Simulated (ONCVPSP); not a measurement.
Br, ONCV: configuration errors across variants

| Property | Result |
| --- | --- |
| Element | bromine (Br) |
| Generator | ONCVPSP 4.0.1 |
| Type | optimised norm-conserving Vanderbilt (ONCV) |
| Functional | PBE |
| Relativity | scalar-relativistic |
| Frozen core | [Ne] |
| Valence charge | 25 |
| Reference configuration | 3s2 3p6 3d10 4s2 4p3.5 (charge +1.5) |
| Partial waves | 3s+4s: rc 0.90 bohr, ncon 4, nbas 7, qcut 12 1/bohr, 2 projectors; 3p+4p: rc 1.10 bohr, ncon 3, nbas 7, qcut 10.1 1/bohr, 2 projectors; 3d: rc 1.10 bohr, ncon 4, nbas 8, qcut 13.5 1/bohr, 3 projectors, debl 3.5 Ha |
| Local potential | polynomial inside 0.65 bohr (lpopt 5, dvloc0 4 Ha) |
| Core correction | none |

All-electron excitation energies from the reference (eV): (1) 3s2 3p6 3d10 4s2 4p5 -22.590; (2) 3s2 3p6 3d10 4s2 4p4 -10.036; (3) 3s2 3p6 3d10 4s2 4p3 12.725; (4) 3s2 3p6 3d10 4s2 4p2 46.708.

A true bound ghost makes a file unfit for plane-wave use even where its test errors are small: the radial tests pick states by their node count and pass the ghost by.

Errors AE − PS in meV (a dash: test not solved or not reliable):

```csv
change,(1),(2),(3),(4),bound ghosts,GHOST(+) flags above zero
base,+3.2,+1.5,-2.1,-8.4,none,p
"all radii scaled by about 0.78 (s 0.70, p 0.86, d 0.86 bohr); local potential polynomial inside 0.50 bohr (lpopt 5, dvloc0 4 Ha)",+2.0,+0.9,-1.3,-4.8,d,"s, d"
"all radii scaled by about 0.91 (s 0.82, p 1.00, d 1.00 bohr); local potential polynomial inside 0.58 bohr (lpopt 5, dvloc0 4 Ha)",+2.7,+1.3,-1.6,-6.3,none,d
"all radii scaled by about 1.22 (s 1.10, p 1.34, d 1.34 bohr); local potential polynomial inside 0.80 bohr (lpopt 5, dvloc0 4 Ha)",+4.0,+1.9,-2.6,-12,none,none
"all radii scaled by about 1.33 (s 1.20, p 1.46, d 1.46 bohr); local potential polynomial inside 0.86 bohr (lpopt 5, dvloc0 4 Ha)",+3.7,+1.8,-2.9,-13,none,none
```

Problem. Give the same row for: all radii scaled by about 1.11 (s 1.00, p 1.22, d 1.22 bohr); local potential polynomial inside 0.72 bohr (lpopt 5, dvloc0 4 Ha).

Solution. +4.2, +1.8, -2.4, -9.8; bound ghosts: none; GHOST(+) flags above zero: none.
